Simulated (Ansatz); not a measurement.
Sn2Te, relaxed as a triplet with UKS r2SCAN-D4/def2-SVP in Ansatz, starting from the r2SCAN-D4/def2-SVP geometry of the neutral singlet. Force threshold 0.02 eV/Å.

In the def2 sets Sn, Te take a core potential; there is no spin–orbit coupling. At r2SCAN-D4/def2-SVP a singlet of charge 0 lies 0.53 eV below the triplet, each at its own geometry. The structure comes from a short search, and lower isomers may exist.

Start:

```xyz
3

Sn    0.1568   -1.6438    0.2309
Sn   -0.0418    1.1167    1.2373
Te   -0.1150    0.5270   -1.4682
```

Q: Estimate the energy that the relaxation releases and the steps that it takes.

A: 0.04 eV, in 3 steps; 13 s on 4 threads of Arm Neoverse V2 on a shared host. No frequencies were taken in this run, so the end may be a saddle point.

Q: Does the start keep its bonding and symmetry?

A: By distances, no bond broke or formed. The bond that changes most is Sn1–Te3, from 2.77 to 2.83 Å (atoms count from 1). Point group C2v at the start, C2v at the end, both within 0.05 Å.

Q: Predict the relaxed structure.

A: 
```xyz
3

Sn    0.156   -1.612    0.276
Sn   -0.036    1.064    1.252
Te   -0.120    0.548   -1.527
```
Bond lengths (bridged metal pairs left out): 2 × Sn–Te 2.83 Å.
